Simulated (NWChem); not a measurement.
Molecule: C₂H₄ClFSi; SMILES F/C=C\[SiH2]Cl

```xyz
9

F      0.5087    -2.6664     0.0000
C     -0.7202    -2.1043     0.0000
C     -0.8751    -0.7843     0.0000
Si     0.5835     0.3786     0.0000
Cl    -0.1582     2.3280     0.0000
H     -1.4999    -2.8619     0.0000
H     -1.8942    -0.4062     0.0000
H      1.4253     0.2220    -1.2097
H      1.4253     0.2220     1.2097
```
Atoms are numbered in this order, from 1.

Program: NWChem. Pople sets run with spherical d functions. All runs use the structure optimised with B3LYP/6-31G* (spherical d). Level: B3LYP/6-31G* with SMD (1 M gas to 1 M solution), gas-phase geometry. Reactions with the solvent are ignored.

For solvent water:

* **solvation free energy (kcal/mol)**: 0.8
* **cavity-dispersion-structure term (kcal/mol)**: 4.2
* **dipole in solution (D)**: 2.97

### Question
Estimate the same quantities for solvent toluene.

### Answer
solvation free energy (kcal/mol): -2.6
cavity-dispersion-structure term (kcal/mol): -0.7
dipole in solution (D): 2.68
